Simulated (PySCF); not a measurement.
CH3CdF, SMILES [CH3][Cd][F]. Atoms are numbered in the order given.

```xyz
6

Cd     0.0000     0.0000    -0.0352
F      0.0000     0.0000    -1.9964
C      0.0000     0.0000     2.0645
H      0.8896     0.5136     2.4232
H      0.0000    -1.0272     2.4232
H     -0.8896     0.5136     2.4232
```
Charge 0, spin multiplicity 1.

Coordinates come from a B3LYP-D3(BJ)/def2-TZVP optimisation. The def2 effective core potentials stand for the cores of Cd; spin–orbit coupling is left out.

Computed with r2SCAN/def2-TZVPD run with PySCF.

Mulliken values depend strongly on the basis, most of all with diffuse functions as here. ESP charges are fitted to the potential on shells at 1.4 to 2.0 van der Waals radii. Atomic charges (e):

| atom | Mulliken | ESP fit |
|---|---|---|
| Cd1 | 0.81 | 0.80 |
| F2 | -0.64 | -0.53 |
| C3 | -0.64 | -0.98 |
| H4 | 0.16 | 0.24 |
| H5 | 0.16 | 0.24 |
| H6 | 0.16 | 0.24 |
